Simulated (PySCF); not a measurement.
C5H9NO2 (charge +1 and doublet state).
Geometry (GFN2-xTB, Å), atoms numbered from 1 in this order:
```xyz
17
C5H9NO2 angstrom
C      2.557   -0.204   -0.411
N      1.134   -0.330   -0.532
C      0.381   -0.589    0.532
O      0.745   -1.002    1.603
C     -1.160   -0.308    0.420
C     -1.424    1.136    0.840
C     -1.694   -0.497   -0.979
O     -1.127   -0.281   -1.999
H      2.877   -0.733    0.491
H      3.028   -0.614   -1.306
H      2.874    0.840   -0.318
H      0.700   -0.076   -1.420
H     -1.651   -0.985    1.125
H     -0.989    1.850    0.144
H     -1.008    1.302    1.835
H     -2.495    1.322    0.919
H     -2.754   -0.819   -0.952
```

The hyperfine couplings belong to this conformer and change with its torsions.

The species is `CNC(=[O+])[C@@H](C)C=O` [radical] (charge +1).

The calculation used UKS B3LYP, pcH-1 on C H N O, non-relativistic, mean-field spin-orbit, GIAO (PySCF). Isolated species at its GFN2-xTB geometry (one conformer only). The geometry wasn't refined by DFT: couplings that depend on bond lengths, twists or pyramidal angles can differ widely from those at the functional's own minimum, by a factor of two or more for some ions and for spin on atoms past the first row. The frame is twisted about the N2–C3 bond at this geometry (dihedral H12–N2–C3–C5 = -8°); couplings at other torsion angles weren't computed. No stability test was run, so a lower SCF solution isn't excluded.

(1) Where do the isotropic ENDOR lines of N2, H17, H9/H10/H11, H14/H15/H16, H12 and H13 fall at 1216.7 mT, to first order?

(2) Which pairs are centred on the nuclear Larmor frequency, and which on half the coupling?

(3) At what field would the lower line of H12 fall to zero frequency?

## Answers

(1) ν± = |νn ± a/2|, one line for each electron-spin manifold; νn = |g_N| × 7.62259 MHz/T × B.

| nuclei | isotope | g_N | νn (MHz) | a_iso (MHz) | lower line (MHz) | upper line (MHz) |
| --- | --- | --- | --- | --- | --- | --- |
| N2 | 14N | 0.4038 | 3.74 | 21.10 | 6.81 | 14.30 |
| H17 | 1H | 5.5857 | 51.80 | 151.74 | 24.06 | 127.67 |
| H9/H10/H11 | 1H | 5.5857 | 51.80 | 27.28 | 38.16 | 65.44 |
| H14/H15/H16 | 1H | 5.5857 | 51.80 | 17.90 | 42.85 | 60.75 |
| H12 | 1H | 5.5857 | 51.80 | -15.24 | 44.18 | 59.42 |
| H13 | 1H | 5.5857 | 51.80 | -13.05 | 45.28 | 58.33 |

(2) Centred on νn, since |a| < 2νn: H9/H10/H11, H14/H15/H16, H12 and H13. Centred on |a|/2 and split by 2νn: N2 and H17.

(3) Where νn = |a|/2, that is B = 7.62 MHz/(5.5857 × 7.62259 MHz/T) = 179 mT, as far as first order holds there.

Means are taken over nuclei equivalent by connectivity, which assumes that they swap fast. The three 1H nuclei of mean +17.9 MHz run from -0.3 to 28.7 MHz in the frozen geometry. The three 1H nuclei of mean +27.3 MHz run from 20.2 to 39.6 MHz in the frozen geometry.

The Mulliken spin populations are largest on O4 (+0.50), O8 (+0.16), N2 (+0.15) and C5 (+0.13).
